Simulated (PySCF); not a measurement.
Dipole response of I²⁺ (iodine, charge +2)

[Kr] 4d10 5s2 5p3, high-spin 4S determinant. Calculation: PySCF 2.14, in x2c-TZVPPall with one added diffuse shell each of s, p, d, f type (9s7p5d3f, 76 functions); scalar relativity by spin-free X2C-1e. Coupled (time-dependent) response in atomic units; α is the mean over directions.

```tsv
method	mean α (bohr³)	C₆ (like pair)	S(−4)
wB97X-V	13.81	96.71	36.78
```

S(−4) is the Cauchy moment in α(ω) = α(0) + S(−4) ω² + …

α(iu) at wB97X-V:

```tsv
u (hartree)	α(iu) (bohr³)
0	13.81
0.0500	13.72
0.100	13.45
0.200	12.50
0.300	11.20
0.500	8.525
0.750	5.988
1.00	4.373
1.50	2.672
2.00	1.860
3.00	1.106
5.00	0.5492
```

For an ion, C₆ is the dispersion term alone; charge-induced terms of lower order in 1/R come first.
